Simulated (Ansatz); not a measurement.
All numbers were calculated with Ansatz.

AlGaH₈Si₂, SMILES `[AlH2][SiH2][SiH2][GaH2]` at its PBE0-D4/def2-TZVP geometry, where that method's forces vanish. Total charge 0; spin multiplicity 1.

```csv
atom,x (Å),y (Å),z (Å)
Al1,-0.950,-2.693,-0.866
Si2,-0.361,-0.898,0.674
Si3,0.357,0.907,-0.657
Ga4,0.950,2.674,0.851
H5,0.156,-3.728,-1.342
H6,-2.411,-2.757,-1.486
H7,0.757,-1.237,1.603
H8,-1.502,-0.411,1.504
H9,-0.758,1.264,-1.582
H10,1.499,0.433,-1.493
H11,-0.139,3.694,1.345
H12,2.401,2.751,1.449
```

Task: For each bond, give half the difference of the two atoms' forces along it (eV/Å; positive pushes the atoms apart) under PBE-D4, r2SCAN-D4, B3LYP-D4, ωB97M-V in def2-TZVPP. (Estimate.)

Result: The calculation gave: 
```
   bond  length (Å)  PBE-D4  r2SCAN-D4  B3LYP-D4  ωB97M-V
Al1–Si2       2.438   -0.07       0.02      0.08     0.05
 Al1–H5       1.588    0.07      -0.03     -0.08    -0.11
 Al1–H6       1.588    0.07      -0.02     -0.07    -0.10
Si2–Si3       2.355    0.01       0.06      0.11     0.05
 Si2–H7       1.493    0.09      -0.02     -0.08    -0.09
 Si2–H8       1.493    0.09      -0.02     -0.08    -0.09
Si3–Ga4       2.397   -0.07      -0.02      0.08     0.02
 Si3–H9       1.492    0.09      -0.01     -0.09    -0.09
Si3–H10       1.492    0.09      -0.01     -0.09    -0.09
Ga4–H11       1.572    0.06      -0.07     -0.02    -0.07
Ga4–H12       1.572    0.06      -0.07     -0.02    -0.07
```

B3LYP here is the variant with VWN-RPA as its local correlation; programs differ in this.
